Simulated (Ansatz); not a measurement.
C2H9AsO2Si, SMILES `CO[As]([SiH3])OC`, relaxed with RKS PBE0-D4/def2-TZVP in Ansatz 0.2.0 from a PBE-D4/def2-SVP geometry. The force threshold is 0.005 eV/Å; the program also tests the step.

Total charge 0; spin multiplicity 1.

Start:

```xyz
15

C     2.319   -0.203    0.417
O     1.171   -0.838   -0.122
As   -0.429   -0.553    0.731
Si   -1.491   -2.020   -0.849
O    -1.137    0.882   -0.168
C    -0.863    2.173    0.351
H     3.204   -0.840    0.207
H     2.494    0.794   -0.050
H     2.256   -0.057    1.522
H    -1.141   -1.566   -2.236
H    -1.010   -3.426   -0.620
H    -2.981   -1.974   -0.643
H    -0.758    2.182    1.462
H     0.070    2.602   -0.084
H    -1.705    2.845    0.081
```

```csv
step,energy (eV),largest force (eV/Å),largest move (Å)
1,-75018.8381,0.980,0.000
2,-75018.9120,0.483,0.056
3,-75018.9200,0.229,0.038
4,-75018.9256,0.058,0.036
5,-75018.9256,0.043,0.036
6,-75018.9262,0.009,0.018
7,-75018.9264,0.010,0.019
8,-75018.9264,0.004,0.018
9,-75018.9265,0.006,0.023
10 (rejected),-75018.9265,0.007,0.002
11,-75018.9265,0.000,0.001
```

End:

```xyz
15

C     2.289   -0.167    0.420
O     1.157   -0.787   -0.152
As   -0.419   -0.542    0.673
Si   -1.499   -2.030   -0.848
O    -1.079    0.883   -0.199
C    -0.819    2.156    0.354
H     3.170   -0.749    0.143
H     2.413    0.853    0.040
H     2.230   -0.126    1.515
H    -1.174   -1.633   -2.239
H    -1.025   -3.412   -0.574
H    -2.965   -1.964   -0.614
H    -0.794    2.133    1.451
H     0.134    2.555   -0.008
H    -1.619    2.830    0.040
```

Hardware: 2 threads of an AMD EPYC 7R13 on a shared host and a share of an NVIDIA H100 80 GB. Wall time 32 s, peak host memory 0.91 GiB.
